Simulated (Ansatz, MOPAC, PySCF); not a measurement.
Protons, H atoms and electrons added to or taken from Cl[SiH2]Cl. Isolated molecules, 0 K electronic values unless said otherwise. Strings in code marks are SMILES.

Quantity: vertical detachment energy (energy after one electron is removed minus that of the parent at the parent's geometry), in eV. Levels without diffuse functions put anions too high.

Level 1: frozen-core MP2/aug-cc-pVTZ // B3LYP-D3(BJ)/def2-TZVPD (Ansatz, a first-principles code)
Level 2: minus the HOMO energy of PBE-D3(BJ)/def2-TZVPD // B3LYP-D3(BJ)/def2-TZVPD (PySCF)
Level 3: minus the HOMO energy of PM7 // B3LYP-D3(BJ)/def2-TZVPD (MOPAC)
Level 4: minus the HOMO energy of TPSSh-D3(BJ)/def2-TZVPD // B3LYP-D3(BJ)/def2-TZVPD (PySCF)

```tsv
species	level 1	level 2	level 3	level 4
`Cl[SiH-]Cl`	3.15	0.135	4.69	0.62
```
